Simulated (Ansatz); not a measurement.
Start from `[NH2][Hf]([NH2])([NH2])[OH]` and change one atom or group to get `[NH2][Hf]([NH2])([OH])[F]`.

Ansatz, PBE0-D4/def2-TZVP geometries, multiplicity 1. Each molecule was computed in one conformer, which needn't be the lowest.

Elements past krypton have def2 core potentials.

| property | `[NH2][Hf]([NH2])([NH2])[OH]` |
| --- | --- |
| size of the dipole moment (B3LYP/def2-TZVPP) / D | 0.59 |
| HOMO–LUMO gap (PBE/def2-TZVPP) / eV | 4.76 |
| HOMO energy (ωB97M-V/def2-TZVPP) / eV | -9.08 |
| ideal-gas entropy at 298 K and 1 bar (rigid rotor, harmonic PBE0-D4/def2-TZVP) / J/(mol·K) | 422 |
| zero-point energy (PBE0-D4/def2-TZVP) / kJ/mol | 224.6 |
| LUMO energy (PBE/def2-TZVPP) / eV | -0.56 |

Q: Give the same properties after the change, and the shifts. (Estimate.)

A: Computed: 
```
                                                                                  property  `[NH2][Hf]([NH2])([OH])[F]`  shift
                                          size of the dipole moment (B3LYP/def2-TZVPP) / D                         2.47   1.88
                                                       HOMO–LUMO gap (PBE/def2-TZVPP) / eV                         4.96   0.20
                                                     HOMO energy (ωB97M-V/def2-TZVPP) / eV                        -9.55  -0.47
ideal-gas entropy at 298 K and 1 bar (rigid rotor, harmonic PBE0-D4/def2-TZVP) / J/(mol·K)                          395    -27
                                            zero-point energy (PBE0-D4/def2-TZVP) / kJ/mol                        166.5  -58.1
                                                         LUMO energy (PBE/def2-TZVPP) / eV                        -0.80  -0.24
```

With PBE0 the HOMO falls by 0.48 eV and the LUMO falls by 0.23 eV, so the gap widens by about 0.25 eV. PBE moves the HOMO by -0.44 eV and ωB97M-V by -0.47 eV. The zero-point energy changes by -58.1 kJ/mol with -6 modes. Dipoles are sizes alone; their direction can turn. Modes under 60 cm⁻¹, often nearly free rotors, make the harmonic entropy too high.

B3LYP here is the variant with VWN-RPA as its local correlation; programs differ in this.

Positive LUMOs are unbound, so they and the gaps depend on the basis.
